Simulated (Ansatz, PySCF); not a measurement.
C₄H₇FSi, SMILES C=C=C(F)[SiH2]C. Atoms are numbered in the order given.

```xyz
13

C      2.8861     0.4825     0.5240
C      1.6914     0.2842     0.0226
C      0.4615     0.0775    -0.3977
F      0.1761     0.0635    -1.7360
Si    -1.0521    -0.2063     0.6901
C     -2.3648     1.0561     0.2459
H      3.2486     1.4910     0.7612
H      3.5726    -0.3521     0.7162
H     -0.6138    -0.1008     2.1125
H     -1.5633    -1.5871     0.4288
H     -2.0301     2.0768     0.4879
H     -2.5725     1.0126    -0.8350
H     -3.3060     0.8629     0.7843
```
Charge 0, spin multiplicity 1.

Coordinates come from a r2SCAN-D4/def2-SVP optimisation. This is a generated structure with no PubChem entry under its InChIKey; it may be hypothetical. Other conformers were not sampled.

Two levels are set side by side: PBE-D3(BJ)/def2-SVP (Ansatz, a quantum-chemistry and plane-wave program) and r2SCAN-D4/def2-SVP (Ansatz). Each level has its own optimised geometry; the coordinates shown are those of the second. Frequencies come from the Hessian of PySCF at each geometry. Differences are taken from unrounded values.

```tsv
quantity	r2SCAN-D4
mean bond length (Å)	1.354
bond C1–C2 (Å)	1.311
bond C2–C3 (Å)	1.316
bond C3–F4 (Å)	1.368
bond C3–Si5 (Å)	1.885
bond Si5–C6 (Å)	1.875
bond C1–H7 (Å)	1.098
bond C1–H8 (Å)	1.098
bond Si5–H9 (Å)	1.492
bond Si5–H10 (Å)	1.495
bond C6–H11 (Å)	1.101
bond C6–H12 (Å)	1.102
bond C6–H13 (Å)	1.101
highest harmonic wavenumber (cm⁻¹)	3199
mean harmonic wavenumber (cm⁻¹)	1225
zero-point energy (kcal/mol)	57.78
```

Q: What does PBE-D3(BJ) give, and how far is it from r2SCAN-D4? (Estimate from the structure and the level; the computed values follow.)

A: 
```json
[
 {"quantity": "mean bond length (Å)", "PBE-D3(BJ)": "1.362", "PBE-D3(BJ) minus r2SCAN-D4": "0.008"},
 {"quantity": "bond C1–C2 (Å)", "PBE-D3(BJ)": "1.318", "PBE-D3(BJ) minus r2SCAN-D4": "0.007"},
 {"quantity": "bond C2–C3 (Å)", "PBE-D3(BJ)": "1.322", "PBE-D3(BJ) minus r2SCAN-D4": "0.006"},
 {"quantity": "bond C3–F4 (Å)", "PBE-D3(BJ)": "1.373", "PBE-D3(BJ) minus r2SCAN-D4": "0.004"},
 {"quantity": "bond C3–Si5 (Å)", "PBE-D3(BJ)": "1.895", "PBE-D3(BJ) minus r2SCAN-D4": "0.009"},
 {"quantity": "bond Si5–C6 (Å)", "PBE-D3(BJ)": "1.886", "PBE-D3(BJ) minus r2SCAN-D4": "0.011"},
 {"quantity": "bond C1–H7 (Å)", "PBE-D3(BJ)": "1.105", "PBE-D3(BJ) minus r2SCAN-D4": "0.007"},
 {"quantity": "bond C1–H8 (Å)", "PBE-D3(BJ)": "1.105", "PBE-D3(BJ) minus r2SCAN-D4": "0.007"},
 {"quantity": "bond Si5–H9 (Å)", "PBE-D3(BJ)": "1.503", "PBE-D3(BJ) minus r2SCAN-D4": "0.011"},
 {"quantity": "bond Si5–H10 (Å)", "PBE-D3(BJ)": "1.506", "PBE-D3(BJ) minus r2SCAN-D4": "0.011"},
 {"quantity": "bond C6–H11 (Å)", "PBE-D3(BJ)": "1.108", "PBE-D3(BJ) minus r2SCAN-D4": "0.007"},
 {"quantity": "bond C6–H12 (Å)", "PBE-D3(BJ)": "1.109", "PBE-D3(BJ) minus r2SCAN-D4": "0.007"},
 {"quantity": "bond C6–H13 (Å)", "PBE-D3(BJ)": "1.109", "PBE-D3(BJ) minus r2SCAN-D4": "0.007"},
 {"quantity": "highest harmonic wavenumber (cm⁻¹)", "PBE-D3(BJ)": "3124", "PBE-D3(BJ) minus r2SCAN-D4": "-75"},
 {"quantity": "mean harmonic wavenumber (cm⁻¹)", "PBE-D3(BJ)": "1194", "PBE-D3(BJ) minus r2SCAN-D4": "-31"},
 {"quantity": "zero-point energy (kcal/mol)", "PBE-D3(BJ)": "56.32", "PBE-D3(BJ) minus r2SCAN-D4": "-1.46"}
]
```
